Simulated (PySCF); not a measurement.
Species: C7H4FNSe.
Numbering: `[N:1]#[C:2][Se:3][c:4]1[cH:5][cH:6][c:7]([F:8])[cH:9][cH:10]1` (hydrogens: H11 on C5; H12 on C6; H13 on C9; H14 on C10)

Cartesian coordinates in Å at the PBE0-D3(BJ)/def2-SVP level; atoms count from 1:
```xyz
14
C7H4FNSe angstrom
N      4.179    1.102    0.530
C      3.543    0.189    0.193
Se     2.582   -1.266   -0.348
C      0.831   -0.481   -0.280
C      0.596    0.857    0.035
C     -0.709    1.341    0.050
C     -1.760    0.483   -0.252
F     -3.004    0.947   -0.240
C     -1.537   -0.852   -0.567
C     -0.233   -1.336   -0.580
H      1.424    1.529    0.271
H     -0.921    2.384    0.295
H     -2.385   -1.499   -0.798
H     -0.056   -2.387   -0.824
```

Method: TDDFT B3LYP/def2-SVPD, vertical, gas phase, core orbitals frozen in the response (PySCF 2.14.0, density-fitted response routines). Relativistic effects, spin–orbit coupling among them, are left out although an element past zinc is present.

Ground-to-excited transition dipoles (e·a0, same axes as the geometry; the sign carries no meaning), for the states with f of 0.002 or more among the lowest 10:

```
state  E (eV)      μx      μy      μz
   S2   4.623  -0.007  -0.242  -0.062
   S3   5.171  -1.253   0.234  -0.053
   S4   5.404   0.137  -0.007  -0.060
   S7   5.958   0.078  -0.100  -0.027
   S8   6.145   0.013   0.071  -0.305
   S9   6.293   0.491   0.127   0.114
  S10   6.351   0.333  -0.111  -0.205
```

Work out the oscillator strengths.

f = (2/3) ΔE |μ|² with ΔE in hartree (27.2114 eV).

```tsv
state	|μ|² (au)	|μ| (D)	f
S2	0.062	0.63	0.007
S3	1.626	3.24	0.206
S4	0.022	0.38	0.003
S7	0.017	0.33	0.002
S8	0.098	0.80	0.015
S9	0.270	1.32	0.042
S10	0.165	1.03	0.026
```

What angle do the transition dipoles of S9 and S10 make?

|cos θ| = |μa·μb| / (|μa| |μb|) = 0.60, so θ ≈ 53° (taken between 0 and 90°, since the signs are arbitrary).

How is the summed strength of these states shared among x, y and z?

(2/3) Σ ΔE μα² gives 0.257 for x, 0.020 for y and 0.024 for z, 0.301 in all.

What peak molar absorption coefficient would the strongest computed level give as a lone Gaussian band 0.3 eV wide at half height?

ε(max) = 2.175×10⁸ f / FWHM, with the width in cm⁻¹. S3: 2.175×10⁸ × 0.2061 / 2420 ≈ 19000 L mol⁻¹ cm⁻¹.

All these states lie below the vertical ionisation energy of 8.67 eV (ΔSCF).

One conformer stands for the species.
